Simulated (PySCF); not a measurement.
Gas-phase reaction: 2 (H2SiO)3 → 2 SiH4 + 3 O2 + 4 SiH

Method: PySCF energies (xtb for GFN2) plus ideal-gas RRHO corrections (1 bar). † marks an energy on the PBE0/def2-TZVP geometry and frequencies; other levels use their own. 6-31G* has spherical d functions here. Open shells (unrestricted): O2 (multiplicity 3), SiH (multiplicity 2, electronic degeneracy 4); the rest are closed-shell singlets. GFN2 has no spin-polarisation term. Spin-orbit splitting is ignored; it lowers the true energy and changes the entropy of SiH. B3LYP is the form with VWN-RPA correlation. (H2SiO)3: computed as isolated molecules; such fragments, hydroxides, amides, oligomers or adducts are transient or little studied in the gas. The harmonic model lacks anharmonicity and excited electronic states, which grow with temperature; levels with a mode under 35 cm⁻¹ are left out. Soft modes under 120 cm⁻¹ make the harmonic entropy rough for (H2SiO)3.

ΔH° and ΔS° at 298 K: B3LYP/6-31G* 3481 kJ, 1105 J/K; GFN2-xTB 4887 kJ, 1108 J/K; HF/6-31G* 3331 kJ, 1127 J/K; M06-2X/def2-TZVP† 3974 kJ, 1115 J/K.

Question: With the heat capacities included, give log10 K (1 bar) at 600, 800, 1000, 1200, 1800 K from B3LYP/6-31G*, GFN2-xTB, HF/6-31G*, M06-2X/def2-TZVP†.

Answer: 
```
T (K)  B3LYP/6-31G*  GFN2-xTB  HF/6-31G*  M06-2X/def2-TZVP†
-----  ------------  --------  ---------  -----------------
600          -245.2    -367.7     -230.9             -287.6
800          -169.6    -261.6     -158.5             -201.3
1000         -124.4    -198.1     -115.2             -149.7
1200          -94.4    -155.9      -86.5             -115.4
1800          -44.8     -86.0      -39.0              -58.6
```
